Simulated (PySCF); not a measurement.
C3H6O3S (charge +1 and doublet state).
Z-matrix (Å and degrees, GFN2-xTB geometry), rows numbered from 1:
```
C 
S   1  1.8189
O   2  1.4349  1  109.11
C   2  1.8452  1  103.18  3  -114.80
C   4  1.5417  2  110.08  1    62.76
O   5  1.1988  4  122.33  2   -52.45
O   5  1.2996  4  110.26  2   127.92
H   1  1.0853  2  109.37  3  -166.41
H   1  1.0984  2  106.07  3    73.63
H   1  1.0874  2  109.47  3   -45.38
H   4  1.0910  2  109.98  1  -177.46
H   4  1.0903  2  107.47  1   -57.52
H   7  0.9756  5  114.23  4   178.60
```

The hyperfine couplings belong to this conformer and change with its torsions.

Identity: `OC(C[S@@](=O)C)=[O+]` [radical] (charge +1).

Theory: PySCF 2.14.0, UKS B3LYP, pcH-1 on C H O S, non-relativistic, mean-field spin-orbit, GIAO. Geometry: GFN2-xTB, one conformer, isolated ion. Couplings are sensitive to structure, and on GFN2-xTB geometries they can be far from those on DFT ones, by a factor of two or more for some ions and for spin on atoms past the first row. The SCF solution wasn't tested for stability.

(1) The isotropic 17O couplings are -28.3, -11.6, -3.7 MHz. Assign them to O3; O6; O7.

(2) The isotropic 1H couplings, averaged over equivalent nuclei, are +15.0, -4.3, +4.3, -0.2 MHz. Assign them to H8/H9/H10; H11; H12; H13.

Answers

(1) 
```json
{"site": "O3", "a_iso (MHz)": "-28.3", "ρ(0) (bohr⁻³)": "+0.0444", "position": "largest spin population", "distance from O3 (Å)": "0.00", "spin population": "+0.51", "largest |T| (MHz)": "165.4"}
{"site": "O6", "a_iso (MHz)": "-3.7", "ρ(0) (bohr⁻³)": "+0.0062", "position": "4 bonds from O3", "distance from O3 (Å)": "3.42", "spin population": "+0.04", "largest |T| (MHz)": "12.2"}
{"site": "O7", "a_iso (MHz)": "-11.6", "ρ(0) (bohr⁻³)": "+0.0192", "position": "4 bonds from O3", "distance from O3 (Å)": "3.76", "spin population": "+0.01", "largest |T| (MHz)": "3.7"}
```

(2) 
| site | a_iso (MHz) | ρ(0) (bohr⁻³) | position | distance from O3 (Å) | bound to | spin population there | largest \|T\| (MHz) |
| --- | --- | --- | --- | --- | --- | --- | --- |
| H8/H9/H10 | +15.0 | +0.0033 | 3 bonds from O3 | 3.12 | C1 | +0.08 | 7.3 |
| H11 | -0.2 | -0.0001 | 3 bonds from O3 | 2.99 | C4 | +0.06 | 7.7 |
| H12 | -4.3 | -0.0010 | 3 bonds from O3 | 3.55 | C4 | +0.06 | 6.0 |
| H13 | +4.3 | +0.0010 | 5 bonds from O3 | 4.40 | O7 | +0.01 | 2.0 |

ρ(0) is the spin density at the nucleus and T the dipolar tensor; a_iso includes a spin–orbit part; entries for several nuclei are means. The largest Mulliken spin populations are on O3 (+0.51), S2 (+0.28), C1 (+0.08) and C4 (+0.06).

Class means assume fast exchange of nuclei equivalent by connectivity; if that motion is slow, each nucleus keeps its own coupling. The three 1H nuclei of mean +15.0 MHz run from -8.1 to 59.8 MHz in the frozen geometry.

O6, the radical centre as drawn in `C[S@](=O)CC(=[O+])O`, holds a spin population of +0.04 out of 1.
